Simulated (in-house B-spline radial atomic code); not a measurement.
Inner levels of iridium as electrons are removed. A shift is the extra binding of the orbital against the neutral atom ([Xe] 4f14 5d7 6s2). Computed with an all-electron radial atomic-structure program (B-spline basis): non-relativistic Hartree-Fock, average of the configuration, point nuclei.

This level leaves out relativity, spin-orbit splitting included, which matters for heavy ions.

| ion | configuration | shift of 2s (eV) | shift of 3d (eV) | shift of 3p (eV) | radius of 2s (bohr) | radius of 3d (bohr) | radius of 3p (bohr) | Σ<r²> (bohr²) | change of density at nucleus (bohr⁻³) |
| --- | --- | --- | --- | --- | --- | --- | --- | --- | --- |
| Ir49+ | [Ar] 3d10 | 2535.61 | 2430.19 | 2398.66 | 0.082674 | 0.16965 | 0.19446 | 0.74236 | -1441.71 |
| Ir50+ | [Ar] 3d9 | ? | ? | ? | ? | ? | ? | ? | ? |
| Ir51+ | [Ar] 3d8 | 2859.42 | 2700.03 | 2641.34 | 0.082541 | 0.1672 | 0.19234 | 0.65977 | -1173.88 |
| Ir52+ | [Ar] 3d7 | 3024.18 | 2837.19 | 2764.47 | 0.082472 | 0.16601 | 0.19129 | 0.62021 | -1036.18 |
| Ir53+ | [Ar] 3d6 | 3190.83 | 2975.85 | 2888.79 | 0.082401 | 0.16484 | 0.19026 | 0.58174 | -895.98 |
| Ir54+ | [Ar] 3d5 | ? | ? | ? | ? | ? | ? | ? | ? |
| Ir55+ | [Ar] 3d4 | 3529.79 | 3257.61 | 3141.01 | 0.082253 | 0.16255 | 0.18821 | 0.50792 | -607.99 |
| Ir56+ | [Ar] 3d3 | 3702.08 | 3400.72 | 3268.9 | 0.082177 | 0.16144 | 0.1872 | 0.47251 | -460.21 |
| Ir57+ | [Ar] 3d2 | 3876.22 | 3545.3 | 3397.97 | 0.082099 | 0.16034 | 0.1862 | 0.43805 | -309.9 |

**Question.** Fill in the row of Ir50+.

**Answer.** shift of 2s (eV): 2696.56; shift of 3d (eV): 2564.36; shift of 3p (eV): 2519.4; radius of 2s (bohr): 0.082608; radius of 3d (bohr): 0.16842; radius of 3p (bohr): 0.19339; Σ<r²> (bohr²): 0.70048; change of density at nucleus (bohr⁻³): -1309.05.

**Question.** Fill in the row of Ir54+.

**Answer.** shift of 2s (eV): 3359.38; shift of 3d (eV): 3115.98; shift of 3p (eV): 3014.31; radius of 2s (bohr): 0.082328; radius of 3d (bohr): 0.16369; radius of 3p (bohr): 0.18923; Σ<r²> (bohr²): 0.54432; change of density at nucleus (bohr⁻³): -753.24.
